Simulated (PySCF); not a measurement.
Sb(Cl)5 cation (Cl5Sb), SMILES [Cl][Sb]([Cl])([Cl])([Cl])[Cl] (connectivity only; charge and spin as stated), charge +1, multiplicity 2. Atoms are numbered in the order given.

```xyz
6

Sb    -0.0526     0.1994     0.0000
Cl    -1.2694     0.2438     1.9556
Cl     0.8870     2.3144     0.0000
Cl    -0.2459    -2.4278     0.0000
Cl    -1.2694     0.2438    -1.9556
Cl     2.0556    -0.9725     0.0000
```
Charge +1, spin multiplicity 2.

The structure is a stationary point at B3LYP-D3(BJ)/def2-SVP. The multiplicity is an assumed one; no other spin state was optimised. The isomer is the one that the SMILES or the coordinates give; other isomers of the formula were not compared. The def2 effective core potentials stand for the cores of Sb; spin–orbit coupling is left out.

Method: TDA-LC-ωPBE/def2-SVPD run with PySCF.

Vertical excitations. Isolated molecule, no solvent.

```csv
state,energy (eV),λ (nm),f,main pairs
root 1,0.94,1321,0.000,"β HOMO−2→LUMO 66 %, β HOMO−9→LUMO 19 %, β HOMO→LUMO 12 %"
root 2,1.61,768,0.003,"β HOMO−3→LUMO 46 %, β HOMO−5→LUMO 31 %, β HOMO−1→LUMO 10 %"
root 3,3.10,400,0.000,"β HOMO−7→LUMO 42 %, β HOMO−9→LUMO 24 %, β HOMO−4→LUMO 18 %"
root 4,3.16,392,0.055,"β HOMO−8→LUMO 32 %, β HOMO−3→LUMO 18 %, β HOMO−1→LUMO 17 %, β HOMO−5→LUMO 10 %"
root 5,3.42,363,0.000,"α HOMO−1→LUMO 46 %, β HOMO→LUMO+1 39 %"
root 6,3.43,362,0.001,"α HOMO→LUMO 53 %, β HOMO−1→LUMO+1 30 %"
root 7,3.59,345,0.000,"α HOMO−2→LUMO 36 %, α HOMO→LUMO 11 %, β HOMO−3→LUMO+1 33 %"
root 8,3.70,335,0.000,"α HOMO−4→LUMO 48 %, β HOMO−4→LUMO+1 36 %"
root 9,3.80,326,0.002,"α HOMO−5→LUMO 31 %, α HOMO→LUMO 10 %, α HOMO−2→LUMO 8 %, β HOMO−1→LUMO+1 20 %, β HOMO−5→LUMO+1 8 %, β HOMO−3→LUMO+1 5 %"
root 10,3.80,326,0.000,"α HOMO−3→LUMO 28 %, β HOMO−2→LUMO+1 46 %"
```
Unrestricted roots are not spin-pure.
